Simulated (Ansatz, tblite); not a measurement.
Spin states of the cluster HfAl6 (the lowest singlet isomer of a short search), each relaxed with r2SCAN-D4/def2-SVP in Ansatz. Electronic energies in the gas phase.

In the def2 sets Hf takes a core potential; there is no spin–orbit coupling. The xTB rows come from tblite. HSE06 is defined as in plane-wave codes, on full-range PBE exchange. The structure comes from a short search, and lower isomers may exist.

Singlet geometry (Cs within 0.1 Å):

```xyz
7

Hf   -0.7074    0.8802    1.5358
Al    0.2365   -0.6903   -2.1111
Al    0.0449   -1.5871    0.2975
Al   -0.6291    1.7099   -1.0938
Al   -2.0142   -0.3123   -0.5819
Al    1.5657   -0.5381    2.1873
Al    1.5037    0.5376   -0.2339
```

Triplet geometry (Cs within 0.1 Å):

```xyz
7

Hf    1.312    0.844   -1.101
Al   -0.949   -1.211    1.493
Al   -1.009   -0.908   -1.017
Al    1.450    0.231    1.612
Al    1.294   -1.752   -0.096
Al   -1.257    1.572   -1.710
Al   -0.841    1.224    0.819
```

Quintet geometry:

```xyz
7

Hf   -1.666   -0.462   -0.754
Al    1.841    1.161    0.278
Al    1.077   -1.235    0.473
Al   -0.348    1.939   -0.958
Al    0.885   -0.227   -1.992
Al   -1.145   -1.932    1.481
Al   -0.644    0.756    1.473
```

Run but left out: BHLYP-D4/def2-TZVP (singlet: restricted singlet, unstable in another Hartree–Fock run and untested here).

Only these spin states were relaxed. Higher spins weren't run and may lie lower.

```json
{"level": "GFN1-xTB", "triplet − singlet (kJ/mol)": "-15.4", "quintet − singlet (kJ/mol)": "40.4", "lowest of these": "triplet", "remarks": "–"}
{"level": "PBE-D4/def2-TZVP", "triplet − singlet (kJ/mol)": "36.8", "quintet − singlet (kJ/mol)": "94.5", "lowest of these": "singlet", "remarks": "–"}
{"level": "r2SCAN-D4/def2-TZVP", "triplet − singlet (kJ/mol)": "25.7", "quintet − singlet (kJ/mol)": "73.4", "lowest of these": "singlet", "remarks": "spin-contaminated (⟨S²⟩ 2.14) (triplet)"}
{"level": "PBE0-D4/def2-TZVP", "triplet − singlet (kJ/mol)": "27.2", "quintet − singlet (kJ/mol)": "80.8", "lowest of these": "singlet", "remarks": "–"}
{"level": "HSE06-D4/def2-TZVP", "triplet − singlet (kJ/mol)": "27.8", "quintet − singlet (kJ/mol)": "81.2", "lowest of these": "singlet", "remarks": "–"}
```

| state | donor atoms | mean metal–ligand distance (Å) | range (Å) | Mulliken spin on the metal (PBE0) |
| --- | --- | --- | --- | --- |
| singlet | 5 | 2.798 | 2.76–2.86 | 0 |
| triplet | 5 | 2.825 | 2.74–2.91 | 0.85 |
| quintet | 5 | 2.831 | 2.72–3.10 | 1.63 |

⟨S²⟩ at PBE0-D4/def2-TZVP: singlet 0.00 (pure 0.00), triplet 2.10 (pure 2.00), quintet 6.07 (pure 6.00).

Change of the quintet − singlet gap on mixing in exact exchange, in kJ/mol: PBE to PBE0 (25 % exact exchange) -13.7.

The xTB methods have no spin-polarisation term.
